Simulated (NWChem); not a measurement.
GeSiH$_{3}$I, singlet; SMILES [I][Ge][SiH3]

Results from NWChem. Medium grid unless said otherwise, to which SCAN and Minnesota functionals are sensitive. Low-valent species are run as closed-shell singlets; no triplet was tried in these runs. The geometry was optimised at PBE0/def2-SVP. def2 effective core potentials on I; no spin-orbit coupling. Hybrids' shares of exact exchange are those that their runs print; pure functionals count as 0. The functionals differ in more than this share.

```
row                 share of exact exchange  orbital gap (eV)
------------------  -----------------------  ----------------
PBE/def2-SVP                           0.00              1.38
M06-L/def2-SVP                         0.00              1.68
TPSSh/def2-SVP                         0.10              2.16
B3LYP/def2-SVP                         0.20              2.68
MPW1K/def2-SVP                         0.43              4.28
BHandHLYP/def2-SVP                     0.50              4.72
M05-2X/def2-SVP                        0.56          withheld
```

Fit a straight line of the last column on the one before it, predict the withheld value, and compare with the run.


1. Means of the 6 shown rows: x = 0.205, y = 2.817. Slope Σ(x − x̄)(y − ȳ)/Σ(x − x̄)² = 1.488/0.2327 = 6.393; intercept 1.506.
2. The shown rows scatter about the line by 0.099 (root mean square); the largest residual is +0.17, at M06-L/def2-SVP.
3. At x = 0.56 (M05-2X/def2-SVP; beyond the shown range) the line gives 5.09.
4. The run gives 5.01, -0.08 from the line, 0.8 times the scatter.
